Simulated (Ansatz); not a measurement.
Reactions of ClF2H3SiSn (`[F][Sn]([F])([SiH3])[Cl]`).

Gas-phase electronic energies from Ansatz, PBE0-D4/def2-TZVP geometries. CCSD(T)/CBS is the MP2 limit (def2-TZVPP, def2-QZVPP) plus CCSD(T) − MP2 in def2-TZVPP, frozen cores. This one scheme is used for every species, atoms too. DFT in def2-TZVPP. Open shells (•) are unrestricted, without spin–orbit coupling. Spin–orbit coupling would lower the free atoms: a little for Cl, F, Si; strongly for Sn. Elements past krypton have def2 core potentials. For Br, I, Sn, V outer-core shells are correlated without core-valence functions, so the limit isn't a true one: a few kJ/mol of doubt a bond, and 10 to 20 or more in all where bonds break to atoms. Scalar relativity is left out up to krypton. One conformer a species, not always the lowest.

| reaction | revPBE-D4 (eV) | CCSD(T)/CBS(def2) (eV) |
| --- | --- | --- |
| `[F][Sn]([F])([SiH3])[Cl]` + `FB(Cl)Br` → `[F][Sn]([F])([Cl])[Cl]` + `FB([SiH3])Br` | 0.78 | 0.71 |
| `[F][Sn]([F])([SiH3])[Cl]` + H₂ → `[F][SnH]([F])[SiH3]` + HCl | 0.84 | 0.82 |
| `[F][Sn]([F])([SiH3])[Cl]` + HCl → `[F][Sn]([SiH3])([Cl])[Cl]` + H–F | -0.33 | -0.37 |
| `[F][Sn]([F])([SiH3])[Cl]` + HI → `[F][Sn]([F])([Cl])[I]` + SiH₄ | -0.48 | -0.61 |
| `[F][Sn]([F])([SiH3])[Cl]` + `[CH3][V](=[NH])([F])[Cl]` → `[F][Sn]([F])([F])[SiH3]` + `[CH3][V](=[NH])([Cl])[Cl]` | 0.40 | 0.30 |
| `[F][Sn]([F])([SiH3])[Cl]` + H–F → `[F][Sn]([F])([F])[SiH3]` + HCl | 0.33 | 0.36 |
| `[F][Sn]([F])([SiH3])[Cl]` → `[F][Sn][F]` + `[SiH3]Cl` | -0.30 | -0.17 |
| `[F][Sn]([F])([SiH3])[Cl]` → Cl• + 2 F• + 3 H• + Si• + Sn• | 24.44 | 25.28 |
| `[F][Sn]([F])([SiH3])[Cl]` → `[F][Sn][Cl]` + `F[SiH3]` | -0.81 | -0.79 |
| `[F][Sn]([F])([SiH3])[Cl]` + `FC(F)(F)C1=CC(C(F)(F)F)=[O+][Al-]([F])([Cl])[O]1` → `[F][Sn]([SiH3])([Cl])[Cl]` + `FC(F)(F)C1=CC(C(F)(F)F)=[O+][Al-]([F])([F])[O]1` | -0.52 | -0.61 |

Largest T1 diagnostic: 0.031, for `[CH3][V](=[NH])([F])[Cl]`, so its coupled-cluster energy is less sure.
